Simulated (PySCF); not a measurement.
Mapped SMILES: `[O:1]=[C:2]([OH:3])[CH2:4][O:5][SiH2:6][NH:7][SiH3:8]`. Each H is labelled by its parent atom.

Computed data (PySCF 2.14): GFN2-xTB geometry, GIAO PBE0/pcSseg-1 shieldings. One computed conformer, relativity neglected, gas phase, fast rotation and ring inversion assumed for equivalent nuclei.

**Question.** Predict the 2D correlation tables (HSQC, COSY, HMBC).

**Answer.** 

HSQC (one-bond C–H):
```csv
δH,δC
4.72 (H(C4)),65.7 (C4)
```

HMBC (two and three bonds, from the bond graph):
```csv
δH,δC
5.09 (H(Si6)),65.7 (C4)
4.72 (H(C4)),179.8 (C2)
```

No COSY cross peaks are expected.

Referencing at the same level of theory: $^{1}$H (σref 31.72) and $^{13}$C (σref 186.93) vs TMS.

The OH or NH signal is concentration- and solvent-dependent in practice; the value given is the gas-phase one. Shifts are as computed. Against solution values, carbons near 30 ppm lie about +3 ppm off and those near 130 ppm about +5 ppm. Of 1309 compounds with measured shifts, 239 miss one by over three times the rms of a fit or turn the order of signals round; such compounds aren't used in these exercises. The C=O carbon of an acid or of an amide with N–H lies up to 10 ppm further downfield in solution, through hydrogen bonding that the calculation lacks.
